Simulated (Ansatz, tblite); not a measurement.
Cost and result up the ladder for Rb₂H₂ (the lowest singlet isomer of a short search) (4 atoms). The state is a singlet with charge 0. Geometry: r2SCAN-D4/def2-TZVP.

Cartesian coordinates in Å:
```
Rb 0.9841 1.4514 -0.8941
Rb -0.9841 -1.4514 0.8941
H 1.3537 -0.2102 1.1486
H -1.3537 0.2102 -1.1486
```

Ansatz on 4 threads of Intel Xeon on a shared host; xTB runs through tblite on one thread. Times are rough, summed over both states, and most runs start from the orbitals of an earlier one. CCSD(T)/def2-TZVPP serves as the yardstick here, not as an exact answer. The other state is a quintet at its own geometry.

In the def2 sets Rb takes a core potential; there is no spin–orbit coupling. The xTB rows come from tblite. LC-ωPBE has ω = 0.4 bohr⁻¹. Correlated methods freeze no core orbitals; core or outer-core shells of Rb are correlated, in sets that lack core-valence functions. In the quintet geometry the species has come apart into loosely held pieces. The structure comes from a short search, and lower isomers may exist.

Run but left out: GFN1-xTB (tight binding far off the other levels).

xTB has no spin-polarisation term.

```json
{"level": "PBE0-D4/def2-TZVP (with forces)", "functions": "78", "quintet − singlet (eV)": "4.52", "difference from CCSD(T)/def2-TZVPP (eV)": "-0.20"}
{"level": "HF/def2-TZVP", "functions": "78", "quintet − singlet (eV)": "3.04", "difference from CCSD(T)/def2-TZVPP (eV)": "-1.69"}
{"level": "B97M-V/def2-TZVP", "functions": "78", "quintet − singlet (eV)": "5.21", "difference from CCSD(T)/def2-TZVPP (eV)": "0.49"}
{"level": "LC-ωPBE/def2-TZVP", "functions": "78", "quintet − singlet (eV)": "4.96", "difference from CCSD(T)/def2-TZVPP (eV)": "0.24"}
{"level": "BHLYP-D4/def2-TZVP", "functions": "78", "quintet − singlet (eV)": "4.75", "difference from CCSD(T)/def2-TZVPP (eV)": "0.02"}
{"level": "MP2/def2-TZVP", "functions": "78", "quintet − singlet (eV)": "3.91", "difference from CCSD(T)/def2-TZVPP (eV)": "-0.82"}
{"level": "CCSD(T)/def2-TZVPP", "functions": "108", "quintet − singlet (eV)": "4.72", "difference from CCSD(T)/def2-TZVPP (eV)": "0.00"}
{"level": "GFN2-xTB", "functions": "10", "quintet − singlet (eV)": "9.56", "difference from CCSD(T)/def2-TZVPP (eV)": "4.84"}
{"level": "RPA@PBE/def2-TZVP", "functions": "78", "quintet − singlet (eV)": "4.03", "difference from CCSD(T)/def2-TZVPP (eV)": "-0.70"}
{"level": "PBE-D4/def2-TZVP", "functions": "78", "quintet − singlet (eV)": "4.55", "difference from CCSD(T)/def2-TZVPP (eV)": "-0.17"}
{"level": "ωB97X-V/def2-TZVP", "functions": "78", "quintet − singlet (eV)": "5.19", "difference from CCSD(T)/def2-TZVPP (eV)": "0.47"}
{"level": "r2SCAN-D4/def2-TZVP", "functions": "78", "quintet − singlet (eV)": "4.78", "difference from CCSD(T)/def2-TZVPP (eV)": "0.05"}
```

Problem. Estimate how long each takes.

Solution. GFN2-xTB 0.002 s; HF/def2-TZVP 0.5 s; MP2/def2-TZVP 0.5 s; PBE-D4/def2-TZVP 1.5 s; BHLYP-D4/def2-TZVP 1.7 s; LC-ωPBE/def2-TZVP 2 s; RPA@PBE/def2-TZVP 2.1 s; r2SCAN-D4/def2-TZVP 2.5 s; PBE0-D4/def2-TZVP (with forces) 2.5 s; B97M-V/def2-TZVP 5.7 s; ωB97X-V/def2-TZVP 6.5 s; CCSD(T)/def2-TZVPP 8.1 s. On shared hardware such times vary by a factor of up to 3.
